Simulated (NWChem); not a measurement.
System: CH3CdF; SMILES [CH3][Cd][F]

Parts of the log:

```
             Northwest Computational Chemistry Package (NWChem) 7.3.0
             --------------------------------------------------------

                             Geometry "geometry" -> ""
                             -------------------------

 Output coordinates in angstroms (scale by  1.889725989 to convert to a.u.)

  No.       Tag          Charge          X              Y              Z
 ---- ---------------- ---------- -------------- -------------- --------------
    1 Cd                  48.0000    -0.48175000     0.20483600     0.00023200
    2 F                    9.0000    -0.05225700     2.09352100     0.00027800
    3 C                    6.0000    -0.94374900    -1.82439200     0.00018900
    4 H                    1.0000    -0.02195700    -2.41938400    -0.06500400
    5 H                    1.0000    -1.58451900    -2.06422300    -0.85991900
    6 H                    1.0000    -1.47440000    -2.08929700     0.92546300

 Effective nuclear repulsion energy (a.u.)     239.6775899945

                                 NWChem DFT Module
                                 -----------------

 Summary of "ao basis" -> "ao basis" (spherical)
 ------------------------------------------------------------------------------
       Tag                 Description            Shells   Functions and Types
 ---------------- ------------------------------  ------  ---------------------
 Cd                         def2-svp                11       31   5s3p2d1f
 F                          def2-svp                 6       14   3s2p1d
 C                          def2-svp                 6       14   3s2p1d
 H                          def2-svp                 3        5   2s1p

            General Information
            -------------------
          SCF calculation type: DFT
          Wavefunction type:  closed shell.
          No. of atoms     :     6
          No. of electrons :    38
           Alpha electrons :    19
            Beta electrons :    19
          Charge           :     0
          Spin multiplicity:     1
          Use of symmetry is: off; symmetry adaption is: off
          Maximum number of iterations: 150
          AO basis - number of functions:    74
                     number of shells:    32
          Convergence on energy requested:  1.00D-06
          Convergence on density requested:  1.00D-05
          Convergence on gradient requested:  5.00D-04

[...]

                                NWChem TDDFT Module
                                -------------------

            General Information
            -------------------
           No. of orbitals :     148
            Alpha orbitals :      74
             Beta orbitals :      74
        Alpha frozen cores :       0
         Beta frozen cores :       0
     Alpha frozen virtuals :       0
      Beta frozen virtuals :       0
         Spin multiplicity :       1
    Number of AO functions :      74
        Use of symmetry is : off
      Symmetry adaption is : off
         Schwarz screening :  0.10D-07

              XC Information
              --------------
                  B3LYP Method XC Potential
              Hartree-Fock (Exact) Exchange   0.20
                 Slater Exchange Functional   0.80 local
             Becke 1988 Exchange Functional   0.72 non-local
       Lee-Yang-Parr Correlation Functional   0.81
           VWN I RPA Correlation Functional   0.19 local

             TDDFT Information
             -----------------
          Calculation type : TDDFT
         Wavefunction type : Restricted singlets
          No. of electrons :      38
           Alpha electrons :      19
            Beta electrons :      19
              No. of roots :       6
          Max subspacesize :    5200
            Max iterations :     100
               Target root :       1
           Target symmetry : none
      Symmetry restriction : off
                 Algorithm : Optimal
        Davidson threshold :  0.10D-03

    6 smallest eigenvalue differences (eV)
--------------------------------------------------------
  No. Spin  Occ  Vir  Irrep   E(Occ)    E(Vir)   E(Diff)
--------------------------------------------------------
    1    1   19   20 a        -0.300    -0.034     7.231
    2    1   18   20 a        -0.317    -0.034     7.693
    3    1   17   20 a        -0.317    -0.034     7.693
    4    1   19   21 a        -0.300    -0.013     7.803
    5    1   19   22 a        -0.300    -0.013     7.804
    6    1   18   21 a        -0.317    -0.013     8.266
--------------------------------------------------------

  Entering Davidson iterations
  Restricted singlet excited states

  Iter   NTrls   NConv    DeltaV     DeltaE      Time
  ----  ------  ------  ---------  ---------  ---------
    1      6       0     0.32E+00   0.10+100        3.3
    2     18       0     0.15E+00   0.30E-01        4.6
    3     30       0     0.40E-01   0.55E-02        4.6
    4     42       0     0.11E-01   0.60E-03        4.6
    5     54       0     0.41E-02   0.47E-04        4.6
    6     66       1     0.13E-02   0.73E-05        4.6
    7     76       5     0.42E-03   0.54E-06        4.2
    8     78       5     0.11E-03   0.57E-07        2.4
    9     80       6     0.92E-04   0.33E-08        2.4
  ----  ------  ------  ---------  ---------  ---------
  Convergence criterion met

  Ground state a        -307.437551989464 a.u.

  ----------------------------------------------------------------------------
  Root   1 singlet a              0.234586471 a.u.                6.3834 eV
  ----------------------------------------------------------------------------
     Transition Moments    X -0.26426   Y  0.05926   Z  0.02547
     Dipole Oscillator Strength                    0.0115720754
     Electric Quadrupole                           0.0000000704
     Magnetic Dipole                               0.0000002145
     Total Oscillator Strength                     0.0115723603

[...]
```

Level: B3LYP/def2-SVP with def2 effective core potentials on Cd, full TDDFT. Structure relaxed at the PBE0/def2-SVP level. B3LYP is NWChem's, with the RPA form of VWN correlation. def2 effective core potentials on Cd; no spin-orbit coupling.

### Question
Which NWChem input produces such a log?

### Answer
Several could match; the one computed here: the input that was run:
```
start job
memory heap 200 mb stack 900 mb global 1100 mb
geometry units angstroms noautosym nocenter noautoz
  Cd    -0.481750     0.204836     0.000232
  F     -0.052257     2.093521     0.000278
  C     -0.943749    -1.824392     0.000189
  H     -0.021957    -2.419384    -0.065004
  H     -1.584519    -2.064223    -0.859919
  H     -1.474400    -2.089297     0.925463
end
basis spherical
  Cd library def2-svp
  F library def2-svp
  C library def2-svp
  H library def2-svp
end
ecp
  Cd library def2-ecp
end
dft
  xc b3lyp
  iterations 150
end
tddft
  nroots 6
  notriplet
end
task tddft energy
```
